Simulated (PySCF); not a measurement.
C3H9SSi, SMILES [Si](C)([S])(C)C (connectivity only; charge and spin as stated), charge -1, multiplicity 1.

Geometry optimised at B3LYP-D3(BJ)/def2-SVPD. The multiplicity is an assumed one; other spin states were not compared. The isomer is the one that the SMILES or the coordinates give; other isomers of the formula were not compared.

The numbers are results of PBE/def2-SVPD in PySCF, not measurements.

Symmetry labels are those of the subgroup Cs that the program uses (full group C3v).

Q: List the valence orbital energies around the gap with their symmetry. (The exact figures need the calculation; the answer reports its results.)

A: 
| orbital | symmetry | energy (eV) |
|---|---|---|
| HOMO−7 | A' | -5.37 |
| HOMO−6 | A" | -5.37 |
| HOMO−5 | A" | -5.06 |
| HOMO−4 | A' | -2.88 |
| HOMO−3 | A" | -2.88 |
| HOMO−2 | A' | -2.04 |
| HOMO−1 | A" | 0.03 |
| HOMO | A' | 0.03 |
| LUMO | A' | 3.34 |
| LUMO+1 | A" | 4.22 |
| LUMO+2 | A' | 4.22 |
| LUMO+3 | A' | 4.54 |
